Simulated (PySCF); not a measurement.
PySCF 2.14 output of an unrestricted TPSS calculation on a single atom or ion in aug-cc-pVDZ-PP with ECP60MDF (5s5p4d2f, 54 functions), with a scalar-relativistic core potential:

```
SCF conv_tol = 1e-09
number electrons alpha = 9  beta = 6
    J. Tao, J. P. Perdew, V. N. Staroverov, and G. E. Scuseria.,  Phys. Rev. Lett. 91, 146401 (2003)
    J. P. Perdew, J. Tao, V. N. Staroverov, and G. E. Scuseria.,  J. Chem. Phys. 120, 6898 (2004)
    J. Tao, J. P. Perdew, V. N. Staroverov, and G. E. Scuseria.,  Phys. Rev. Lett. 91, 146401 (2003)
    J. P. Perdew, J. Tao, V. N. Staroverov, and G. E. Scuseria.,  J. Chem. Phys. 120, 6898 (2004)
cycle= 1 E= -103.414142945764  delta_E= -0.00549  |g|= 0.015  |ddm|= 0.132
cycle= 2 E= -103.414183974561  delta_E= -4.1e-05  |g|= 0.0128  |ddm|= 0.0235
cycle= 3 E= -103.414241311105  delta_E= -5.73e-05  |g|= 0.000344  |ddm|= 0.0116
cycle= 4 E= -103.414241365318  delta_E= -5.42e-08  |g|= 3.65e-05  |ddm|= 0.000315
cycle= 5 E= -103.414241365895  delta_E= -5.77e-10  |g|= 8.84e-07  |ddm|= 3.5e-05
converged SCF energy = -103.414241365895  <S^2> = 3.7508579  2S+1 = 4.0004289
```

The run itself started from symmetry-adapted Hartree-Fock orbitals and held the occupation by maximum overlap, on a logarithmic radial grid, so the iterations belong to that start.

**Question.** Which element, charge and spin multiplicity is this?

**Answer.** Ir²⁺ (iridium, charge +2), multiplicity 4; the state was [Xe] 4f14 5d7, high-spin 4F determinant.

Energies and moments cover only the electrons outside the core potential. Spin-orbit coupling, absent here, splits the open shell strongly.
